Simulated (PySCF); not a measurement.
Bonds (- single, = double, # triple, : aromatic): C1=C2, C2-C3, C2-C4, C4=C5, C5-Si6, C4-Si7, Si7-O8, O8-Si9. C1 carries H10, H11; C3 carries H12, H13, H14; C5 carries H15; Si6 carries H16, H17, H18; Si7 carries H19, H20; Si9 carries H21, H22, H23. Stereochemistry as in C=C(C)/C(=C/[SiH3])[SiH2]O[SiH3]. H10 is cis to C3; H11 is trans to C3.

Computed data (PySCF 2.14.0 with density-fitted response routines): coordinates at the GFN2-xTB level, shielding tensors at PBE0/pcSseg-1 (GIAO). Equivalent nuclei averaged, no relativistic terms, one computed conformer, gas phase.

Referencing at the same level of theory: TMS for ¹³C, ¹H, ²⁹Si; ¹⁷O against H2O.

```json
{"atoms": "Si7", "nucleus": "²⁹Si", "count": "1", "δ (ppm)": "-38.3"}
{"atoms": "H12/H13/H14", "nucleus": "¹H", "count": "3", "δ (ppm)": "?"}
{"atoms": "O8", "nucleus": "¹⁷O", "count": "1", "δ (ppm)": "5.9"}
{"atoms": "H10", "nucleus": "¹H", "count": "1", "δ (ppm)": "5.01"}
{"atoms": "Si9", "nucleus": "²⁹Si", "count": "1", "δ (ppm)": "-45.5"}
{"atoms": "Si6", "nucleus": "²⁹Si", "count": "1", "δ (ppm)": "?"}
{"atoms": "C2", "nucleus": "¹³C", "count": "1", "δ (ppm)": "165.7"}
{"atoms": "C4", "nucleus": "¹³C", "count": "1", "δ (ppm)": "177.6"}
{"atoms": "H11", "nucleus": "¹H", "count": "1", "δ (ppm)": "?"}
{"atoms": "H16/H17/H18", "nucleus": "¹H", "count": "3", "δ (ppm)": "4.28"}
{"atoms": "H21/H22/H23", "nucleus": "¹H", "count": "3", "δ (ppm)": "5.05"}
{"atoms": "H15", "nucleus": "¹H", "count": "1", "δ (ppm)": "7.04"}
{"atoms": "C5", "nucleus": "¹³C", "count": "1", "δ (ppm)": "?"}
{"atoms": "C1", "nucleus": "¹³C", "count": "1", "δ (ppm)": "116.3"}
{"atoms": "H19/H20", "nucleus": "¹H", "count": "2", "δ (ppm)": "5.37"}
{"atoms": "C3", "nucleus": "¹³C", "count": "1", "δ (ppm)": "?"}
```

Question: Fill in the missing shifts.

Answer: 
- C5: 142.3 ppm, alkene CH; an sp2 carbon of a C=C bond
- C3: 26.3 ppm, allylic methyl carbon; saturated and bonded to C and H only
- H11: 4.97 ppm, hydrogen on a terminal =CH2 carbon; a vinylic proton, deshielded by the sp2 carbon and the C=C anisotropy
- H12/H13/H14: 1.85 ppm, hydrogen on an allylic methyl carbon; allylic position
- Si6: -88.2 ppm, silicon bonded to C, 3 H

Shifts are as computed. Against solution values, carbons near 30 ppm lie about +3 ppm off and those near 130 ppm about +5 ppm. Of 1309 compounds with measured shifts, 239 miss one by over three times the rms of a fit or turn the order of signals round; such compounds aren't used in these exercises. Experimental scales use liquid or dissolved standards, which lie at an offset from isolated H2O (liquid H2O: subtract about 36 ppm).
